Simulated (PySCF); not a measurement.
Geometries of 2 isomers of C3H9ClGe, from PBE0-D3(BJ)/def2-SVP geometry optimisation, gas phase in PySCF 2.14.0. One conformer each, no zero-point energy, no frequencies.

Question: Which is lower in electronic energy at this level?
A.
```xyz
14
angstrom
C     -0.647    1.696   -0.462
Ge     0.106    0.097    0.347
C      1.718   -0.508   -0.555
C     -1.209   -1.321    0.548
Cl     0.712    0.676    2.366
H     -0.967    1.490   -1.495
H     -1.516    2.040    0.116
H      0.102    2.501   -0.477
H      2.149   -1.370   -0.026
H      1.485   -0.806   -1.588
H      2.466    0.298   -0.578
H     -1.544   -1.668   -0.441
H     -2.081   -0.955    1.109
H     -0.774   -2.171    1.092
```
B.
```xyz
14
angstrom
C      1.693   -0.926   -0.601
C      1.138   -0.524    0.753
C      1.612    0.850    1.187
Cl     1.729   -1.736    1.985
Ge    -0.838   -0.675    0.808
H      1.342   -0.223   -1.374
H      1.376   -1.940   -0.885
H      2.795   -0.903   -0.589
H      1.277    1.610    0.462
H      1.222    1.121    2.179
H      2.713    0.881    1.232
H     -1.242   -2.116    0.461
H     -1.334   -0.297    2.213
H     -1.445    0.295   -0.230
```

Answer: A. That is `[CH3][Ge]([CH3])([CH3])[Cl]`, 48.4 kcal/mol below the other.

```csv
SMILES,atoms numbered as above,E (Eh),relative (kcal/mol),relative (kJ/mol),dipole (D)
[CH3][Ge]([CH3])([CH3])[Cl],[CH3:1][Ge:2]([CH3:3])([CH3:4])[Cl:5],-2655.97004,0.0,0.0,2.75
C[C](C)(Cl)[GeH3],[CH3:1][C:2]([CH3:3])([Cl:4])[GeH3:5],-2655.89283,48.4,202.7,1.78
```
